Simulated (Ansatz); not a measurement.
Cost and result up the ladder for the cluster Cu₃F₄ (7 atoms). The state is a doublet with charge 0. Geometry: r2SCAN-D4/def2-SVP.

```xyz
7

Cu   -0.9851    1.1923    0.1400
Cu   -0.3947   -1.0321   -0.7978
Cu    1.1736    0.0894    0.6870
F     0.5524    1.9112    0.9175
F     1.3824   -0.4901   -1.2108
F    -2.0743   -0.0691   -0.7012
F     0.3458   -1.6017    0.9652
```

Ansatz on 4 threads of Arm Neoverse V2 on a shared host. Times are rough, and most runs start from the orbitals of an earlier one. PBE0-D4/def2-TZVP serves as the yardstick here, not as an exact answer. Binding counts from free atoms at the same level (Cu doublet, F doublet; other spins of the atoms weren't run), without zero-point energy.

Correlated methods freeze 31 core orbitals. The structure comes from a short search, and lower isomers may exist.

| level | functions | wall time |
| --- | --- | --- |
| PBE-D4/def2-TZVP (with forces) | 259 | 13 s |
| r2SCAN-D4/def2-TZVP | 259 | 19 s |
| PBE0-D4/def2-TZVP | 259 | 24 s |
| r2SCANh-D4/def2-TZVP | 259 | 26 s |
| MP2/def2-TZVP | 259 | 31 s |

Problem. Estimate what each level gives for the binding energy per atom (eV).

Solution. 
```csv
level,binding energy per atom (eV),difference from PBE0-D4/def2-TZVP (eV)
PBE-D4/def2-TZVP (with forces),2.99,0.27
r2SCAN-D4/def2-TZVP,3.02,0.29
PBE0-D4/def2-TZVP,2.73,0.00
r2SCANh-D4/def2-TZVP,2.90,0.17
MP2/def2-TZVP,2.73,0.00
```
